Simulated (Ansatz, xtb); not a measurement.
# Two isomers of C3HClFNS

We compare X, `Fc1nc(Cl)cs1`, a singlet, with Y, `Fc1csc(Cl)n1`, a singlet. Both are isolated molecules in the gas phase, relaxed with B3LYP/def2-SVP.

Energies in hartree; the thermal terms are from GFN2-xTB frequencies at re-optimised GFN2-xTB minima (ideal gas, soft modes damped towards free rotors, one conformer each, 298.15 K, 1 atm) and include the zero-point energy:

```
                               X            Y
E, CCSD(T)/def2-SVP  −1125.639796  −1125.640255
    E, MP2/def2-SVP  −1125.571354  −1125.572317
  E, MP2/def2-TZVPP  −1126.467559  −1126.468574
  zero-point energy      0.036537      0.036393
       H(298 K) − E      0.043515      0.043374
       G(298 K) − E      0.005558      0.005415
```

Question: Correct the CCSD(T) difference for the basis set by the MP2 change, then work out ΔE, ΔE₀, ΔH and ΔG for X → Y in kcal/mol (1 Eh = 627.51 kcal/mol) and the equilibrium ratio [Y]/[X].

Answer: 1. Differences Y − X: CCSD(T) −0.000459, MP2 in the small set −0.000963, MP2 in the large set −0.001015 Eh.
2. ΔE = −0.000459 + (−0.001015 − (−0.000963)) = −0.000511 Eh = −0.32 kcal/mol.
3. ΔE₀ = ΔE + ΔZPE = −0.000511 + (−0.000144) Eh = −0.41 kcal/mol.
4. ΔH = ΔE + (−0.000141) Eh = −0.41 kcal/mol.
5. ΔG = ΔE + (−0.000143) Eh = −0.41 kcal/mol, so ΔS = (ΔH − ΔG)/T = 0.0 J/(mol K).
6. kT = 0.9442 mEh, so K = [Y]/[X] = exp(−ΔG/kT) = exp(+0.69) ≈ 2.

The two are too close for this level to say which is favoured. An error of 1 kcal/mol in ΔG would change K by a factor of 5.4. Mirror images and further conformers aren't counted.

As drawn, both hold the same kinds of bond in the same numbers.

Other levels gave ΔE = +0.4 (GFN2-xTB); +3.4 (HF/STO-3G, GFN2-xTB geometries); −0.8 (r2SCAN-D4/def2-SVP, GFN2-xTB geometries); −0.8 (B3LYP/def2-SVP); 0.0 (HF/def2-SVP); −0.6 (MP2/def2-SVP); −0.3 (CCSD(T)/def2-SVP) kcal/mol. The correlated steps freeze 15 core orbitals. Programs: Ansatz 0.2.0, xtb 6.7.1.
